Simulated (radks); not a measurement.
Values are calculated unless marked as measured or tabulated.
Isoelectronic series with 45 electrons, each ion in its NIST ground configuration. Level of theory: scalar-relativistic Kohn-Sham, SCAN, spin-polarised, spherical densities, finite nucleus; open shells are filled with parallel spins first (spin-orbit coupling, left out, can overturn this in heavy ions); meta-GGA in the generalised Kohn-Sham scheme; Fermi nuclear charge, rms radius of each element as measured or else 0.836 A^(1/3) + 0.57 fm (a radial shooting solver on a logarithmic mesh with Libxc functionals). Total energies (hartree) and orbital eigenvalues (hartree):

| ion | configuration | E (hartree) | 4d down | 4d up | 4p down |
|---|---|---|---|---|---|
| Rh | [Kr] 4d8 5s1 | -4785.09421 | -0.17882 | -0.24922 | -1.87276 |
| Pd+ | [Kr] 4d9 | -5046.53110 | -0.52387 | -0.55583 | -2.33980 |
| Ag2+ | [Kr] 4d9 | -5315.94888 | -1.05077 | -1.08620 | -3.02662 |
| Cd3+ | [Kr] 4d9 | -5593.33056 | -1.67513 | -1.71378 | -3.81536 |
| In4+ | [Kr] 4d9 | -5878.69570 | -2.38606 | -2.42772 | -4.69348 |
| Sn5+ | [Kr] 4d9 | -6172.06164 | -3.17723 | -3.22175 | -5.65398 |
| Sb6+ | [Kr] 4d9 | -6473.46128 | -4.04464 | -4.09190 | -6.69260 |
| Te7+ | [Kr] 4d9 | -6782.92272 | -4.98557 | -5.03551 | -7.80656 |
| I8+ | [Kr] 4d9 | -7100.49348 | -5.99813 | -6.05069 | -8.99397 |
| Xe9+ | [Kr] 4d9 | -7426.20576 | -7.08089 | -7.13603 | -10.25349 |
